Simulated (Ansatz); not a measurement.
A nudged elastic band was laid between two geometries of BClF2 + FH (6 atoms, charge 0, multiplicity 1).

Method: RKS BLYP-D4/def2-SVP (Ansatz 0.2.0).

| Quantity | Value |
| --- | --- |
| movable images | 7 |
| climbing image | yes |
| spring | 5.0 eV/Å² |
| optimiser | quadratic models (default) |
| start path | through a guess of the saddle point |
| force threshold | 0.05 eV/Å |
| iteration limit | 60 |
| end points | relaxed |

Initial state:

```xyz
6
Properties=species:S:1:pos:R:3
B -0.001 0.210 0.107
Cl -0.009 0.571 1.869
F 1.147 0.227 -0.550
F -1.151 0.157 -0.546
F 0.070 -2.077 0.581
H 0.065 -1.819 1.489
```

Final state:

```xyz
6
Properties=species:S:1:pos:R:3
B 0.016 -0.380 -0.468
Cl 0.000 0.061 2.560
F 1.148 0.268 -0.703
F -1.152 0.206 -0.689
F 0.053 -1.661 -0.098
H 0.054 -1.223 2.349
```

Question: What changes between the two ends?

Answer: Bonds broken: B1–Cl2, F5–H6. Bonds formed: B1–F5, Cl2–H6. BClF2 + FH becomes BF3 + ClH.

Question: Give the energies along the band, and the barrier.

Answer: It converged. The highest image is number 3 of 0 to 8, 8.3 kcal/mol above the first end and 24.8 kcal/mol above the last; the last end lies 16.6 kcal/mol below the first. A vibrational analysis at the climbing image gives one clearly imaginary mode, 733i cm⁻¹: a first-order saddle point. The orbitals stay closed-shell, which can raise the energy where a bond breaks towards radicals; this wasn't checked here.

```json
{"image": "0", "path coordinate (Å)": "0.00", "energy (kcal/mol)": "0.0", "B1–Cl2 (Å)": "1.80", "F5–H6 (Å)": "0.94", "B1–F5 (Å)": "2.34"}
{"image": "1", "path coordinate (Å)": "0.30", "energy (kcal/mol)": "1.0", "B1–Cl2 (Å)": "1.83", "F5–H6 (Å)": "0.96", "B1–F5 (Å)": "2.08"}
{"image": "2", "path coordinate (Å)": "0.59", "energy (kcal/mol)": "4.4", "B1–Cl2 (Å)": "1.91", "F5–H6 (Å)": "1.00", "B1–F5 (Å)": "1.80"}
{"image": "3", "path coordinate (Å)": "0.89", "energy (kcal/mol)": "8.3", "B1–Cl2 (Å)": "2.05", "F5–H6 (Å)": "1.15", "B1–F5 (Å)": "1.59"}
{"image": "4", "path coordinate (Å)": "1.17", "energy (kcal/mol)": "1.5", "B1–Cl2 (Å)": "2.22", "F5–H6 (Å)": "1.43", "B1–F5 (Å)": "1.45"}
{"image": "5", "path coordinate (Å)": "1.45", "energy (kcal/mol)": "-9.0", "B1–Cl2 (Å)": "2.49", "F5–H6 (Å)": "1.69", "B1–F5 (Å)": "1.37"}
{"image": "6", "path coordinate (Å)": "1.73", "energy (kcal/mol)": "-14.5", "B1–Cl2 (Å)": "2.76", "F5–H6 (Å)": "1.95", "B1–F5 (Å)": "1.35"}
{"image": "7", "path coordinate (Å)": "2.01", "energy (kcal/mol)": "-16.2", "B1–Cl2 (Å)": "2.97", "F5–H6 (Å)": "2.21", "B1–F5 (Å)": "1.34"}
{"image": "8", "path coordinate (Å)": "2.30", "energy (kcal/mol)": "-16.6", "B1–Cl2 (Å)": "3.06", "F5–H6 (Å)": "2.49", "B1–F5 (Å)": "1.33"}
```

Question: What is the geometry of the highest image?

Answer: 
```xyz
6
Properties=species:S:1:pos:R:3
B 0.011 -0.190 0.037
Cl 0.003 0.222 2.043
F 1.160 0.166 -0.533
F -1.158 0.099 -0.528
F 0.057 -1.726 0.429
H 0.047 -1.301 1.503
```

Question: What are the harmonic wavenumbers there?

Answer: 733i, 224, 306, 363, 396, 492, 589, 748, 1065, 1083, 1422, 1652 cm⁻¹.

Time of the run: 2.5 min on 1 thread of Arm Neoverse V2, on a shared host, peak memory 0.14 GiB.
